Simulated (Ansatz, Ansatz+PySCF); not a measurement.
```xyz
3

O     0.0000    0.0000   -0.1795
H     0.0000    1.1313    0.7180
H     0.0000   -1.1313    0.7180
```

Basis set: cc-pVDZ (spherical functions). Frozen core: 1 orbital. Charge 0, multiplicity 1.

Computed with Ansatz (development build ahead of 0.2.0); each method stands on the lowest determinant of its kind that the runs found. Restricted open shells among the atoms or ions are ROHF, correlated in semicanonical orbitals with singles. Restricted functionals stand beside restricted open-shell atoms, which can lie above the unrestricted atoms usual in DFT and then raise those values.

Give the atomization energy at this shape (free ground-state atoms in the same class of orbitals less the molecule, no zero-point energy) of singlet H₂O by ωB97X (restricted), ωB97X (unrestricted), r²SCAN (restricted), r²SCAN (unrestricted), PBE (unrestricted), PBE (restricted), PBE0 (restricted), PBE0 (unrestricted), RHF-CCSD(T), RHF-MP2, UHF-MP2, UHF, RHF, UHF-CCSD(T).

```json
{"method": "ωB97X (restricted)", "atomization energy": "464.4 kJ/mol"}
{"method": "ωB97X (unrestricted)", "atomization energy": "457.6 kJ/mol"}
{"method": "r²SCAN (restricted)", "atomization energy": "498.7 kJ/mol"}
{"method": "r²SCAN (unrestricted)", "atomization energy": "490.6 kJ/mol"}
{"method": "PBE (unrestricted)", "atomization energy": "541.7 kJ/mol"}
{"method": "PBE (restricted)", "atomization energy": "546.1 kJ/mol"}
{"method": "PBE0 (restricted)", "atomization energy": "463.2 kJ/mol"}
{"method": "PBE0 (unrestricted)", "atomization energy": "457.5 kJ/mol"}
{"method": "RHF-CCSD(T)", "atomization energy": "450.5 kJ/mol"}
{"method": "RHF-MP2", "atomization energy": "436.0 kJ/mol"}
{"method": "UHF-MP2", "atomization energy": "299.1 kJ/mol"}
{"method": "UHF", "atomization energy": "119.9 kJ/mol"}
{"method": "RHF", "atomization energy": "78.0 kJ/mol"}
{"method": "UHF-CCSD(T)", "atomization energy": "442.6 kJ/mol"}
```

Caution for RHF-CCSD(T), RHF-MP2, RHF: an unrestricted determinant lies well below. Caution for RHF-CCSD(T), RHF-MP2, UHF-MP2, UHF-CCSD(T): bonds are stretched, where a single reference can fail. Caution for UHF-MP2, UHF-CCSD(T): a plain start can end on a higher determinant; another reference gives a lower total. Caution for UHF-MP2, UHF, UHF-CCSD(T): the unrestricted determinant is a mixture of spin states.
